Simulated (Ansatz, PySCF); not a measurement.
Gas-phase reaction in SMILES: CB(C)[O] -> C[B]OC
Structures are relaxed separately at B3LYP-D3(BJ)/def2-TZVP in Ansatz (a first-principles code), one conformer each, not searched for the lowest.

Property: isomerisation energy (enthalpy at 298 K, with B3LYP-D3(BJ) rigid-rotor harmonic-oscillator terms from PySCF), in kcal/mol. Correlated levels leave the core frozen unless marked. UHF or UKS for open shells. Spin-orbit coupling is left out. No relativistic terms. CBS(X,Y): correlation extrapolated as X^-3; Hartree-Fock from the larger set.

```json
[
 {"level": "PBE-D3(BJ)/def2-TZVPD", "program": "Ansatz + dftd3", "isomerisation energy (kcal/mol)": "[?]"},
 {"level": "B3LYP-D4/def2-TZVPD", "program": "Ansatz + dftd4", "isomerisation energy (kcal/mol)": "[?]"},
 {"level": "PBE0/def2-QZVPP", "program": "Ansatz", "isomerisation energy (kcal/mol)": "24.1"},
 {"level": "BHLYP/def2-TZVPD", "program": "Ansatz", "isomerisation energy (kcal/mol)": "[?]"},
 {"level": "CAM-B3LYP/def2-TZVPD", "program": "Ansatz", "isomerisation energy (kcal/mol)": "[?]"},
 {"level": "RPA@PBE/cc-pVTZ", "program": "Ansatz", "isomerisation energy (kcal/mol)": "24.1"},
 {"level": "SCS-MP2/cc-pVQZ", "program": "Ansatz", "isomerisation energy (kcal/mol)": "15.9"},
 {"level": "CCSD/STO-3G", "program": "Ansatz", "isomerisation energy (kcal/mol)": "46.2"},
 {"level": "CCSD(T)/CBS(cc-pVTZ,cc-pVQZ)", "program": "Ansatz", "isomerisation energy (kcal/mol)": "22.2"}
]
```

Problem. What belongs in the gaps?

Solution. 
- PBE-D3(BJ)/def2-TZVPD, isomerisation energy (kcal/mol): 26.2
- B3LYP-D4/def2-TZVPD, isomerisation energy (kcal/mol): 25.3
- BHLYP/def2-TZVPD, isomerisation energy (kcal/mol): 25.1
- CAM-B3LYP/def2-TZVPD, isomerisation energy (kcal/mol): 23.4
